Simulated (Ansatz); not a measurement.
Start from `[NH2][Ge]([F])([F])[F]` and change one atom or group to get `[F][Ge]([F])([F])[GeH3]`.

Ansatz, PBE0-D4/def2-TZVP geometries, multiplicity 1. Each molecule was computed in one conformer, which needn't be the lowest.

Scalar relativity is left out up to krypton.

```
                                                                                  property  `[NH2][Ge]([F])([F])[F]`
                                            zero-point energy (PBE0-D4/def2-TZVP) / kJ/mol                      87.0
ideal-gas entropy at 298 K and 1 bar (rigid rotor, harmonic PBE0-D4/def2-TZVP) / J/(mol·K)                       344
                                                       LUMO energy (B3LYP/def2-TZVPP) / eV                     -1.12
                                                        LUMO energy (PBE0/def2-TZVPP) / eV                     -0.71
                                                       HOMO energy (B3LYP/def2-TZVPP) / eV                     -8.80
                                                     LUMO energy (ωB97M-V/def2-TZVPP) / eV                      1.12
```

Question: Give the same properties after the change, and the shifts. (Estimate.)

Answer: Computed: 
```csv
property,`[F][Ge]([F])([F])[GeH3]`,shift
zero-point energy (PBE0-D4/def2-TZVP) / kJ/mol,80.9,-6.1
"ideal-gas entropy at 298 K and 1 bar (rigid rotor, harmonic PBE0-D4/def2-TZVP) / J/(mol·K)",375,31
LUMO energy (B3LYP/def2-TZVPP) / eV,-1.20,-0.08
LUMO energy (PBE0/def2-TZVPP) / eV,-0.84,-0.13
HOMO energy (B3LYP/def2-TZVPP) / eV,-9.38,-0.58
LUMO energy (ωB97M-V/def2-TZVPP) / eV,1.07,-0.05
```

With PBE0 the HOMO falls by 0.53 eV and the LUMO falls by 0.13 eV, so the gap widens by about 0.40 eV. PBE moves the HOMO by -0.79 eV and ωB97M-V by -0.19 eV. The zero-point energy changes by -6.1 kJ/mol with +3 modes. Modes under 60 cm⁻¹, often nearly free rotors, make the harmonic entropy too high.

B3LYP here is the variant with VWN-RPA as its local correlation; programs differ in this.
